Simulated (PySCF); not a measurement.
Fill in the blanks.

(OH)1Al(OSiH2)2O.
Geometry (PBE0-D3(BJ)/def2-SVP, Å), atoms numbered from 1 in this order:
```
atom  x, y, z in Å
Al1   -0.956   -0.551    1.085
O2    -1.995   -1.116    2.281
O3     0.706   -0.221    1.311
Si4    1.776    0.377    0.195
O5     0.968    0.570   -1.247
Si6   -0.594    0.327   -1.778
O7    -1.487   -0.245   -0.506
H8    -1.759   -1.294    3.192
H9     2.894   -0.584   -0.002
H10    2.287    1.701    0.642
H11   -1.147    1.626   -2.246
H12   -0.577   -0.674   -2.878
```

```json
{"property": "rotational constants A, B, C", "level": "PBE0-D3(BJ)/def2-SVP", "value": "2.247, 1.348, 0.860 GHz"}
{"property": "dipole moment", "level": "CAM-B3LYP/def2-SVPD", "value": "1.43 D"}
{"property": "HOMO energy", "level": "CAM-B3LYP/def2-SVPD", "value": "-9.83 eV"}
{"property": "LUMO energy", "level": "CAM-B3LYP/def2-SVPD", "value": "-0.34 eV"}
{"property": "lowest singlet excitation", "level": "TDDFT CAM-B3LYP/def2-SVPD", "value": "?"}
{"property": "strongest line among the 15 lowest singlet transitions", "level": "TDDFT CAM-B3LYP/def2-SVPD", "value": "S11 at 8.52 eV (146 nm, f = 0.194)"}
{"property": "lowest triplet excitation (Tamm–Dancoff)", "level": "TDA CAM-B3LYP/def2-SVPD", "value": "6.69 eV"}
{"property": "static isotropic polarisability", "level": "CAM-B3LYP/def2-SVPD", "value": "76.5 au"}
{"property": "electronic spatial extent ⟨r²⟩ about the centre of nuclear charge", "level": "CAM-B3LYP/def2-SVPD", "value": "1285 bohr²"}
{"property": "1H chemical shifts (computed TMS as zero) by class", "level": "GIAO B3LYP/pcSseg-1 (pcSseg-2 on Al)", "value": "5.08 (H9/H10/H11/H12), 1.69 (H8) ppm"}
{"property": "isotropic shieldings of nuclei other than C and H, by class", "level": "GIAO B3LYP/pcSseg-1 (pcSseg-2 on Al)", "value": "?"}
{"property": "core binding energies", "level": "ΔSCF SCAN, pcX-2 on the ionised atom, pcseg-1 elsewhere, spin-free X2C, 2p3/2 from a spin–orbit splitting computed afterwards within the 2p shell", "value": "?"}
```

Electronic properties: PySCF, gas phase, density fitting. NMR classes are plain means over equivalent atoms (diastereotopic ones count apart unless rotation or inversion swaps them), as if these changed places fast; in this geometry the members of some classes differ.

What are the core binding energies?

Si2p3/2 108.0 (Si4/Si6), O1s 537.8 (O3/O7), O1s 537.9 (O5), O1s 538.6 (O2), Al1s 1568.2 (Al1), Si1s 1848.1 (Si4/Si6) eV.

The lowest singlet excitation?

6.88 eV (180 nm, f = 0.001).

What are the isotropic shieldings of nuclei other than C and H, by class?

231 (O5), 249 (O3/O7), 322 (O2), 468 (Al1), 374 (Si4/Si6) ppm.

No computed singlet falls in the visible range (750 to 380 nm, 1.65 to 3.26 eV); S1 lies 3.62 eV above its blue end. The largest Löwdin shares of the HOMO are 0.24 on O5, 0.14 on Si6, 0.13 on Si4 and 0.10 on H11. In atomic units the dipole is 0.56 e·bohr (1 au = 2.5417 D).

One conformer stands for the species.
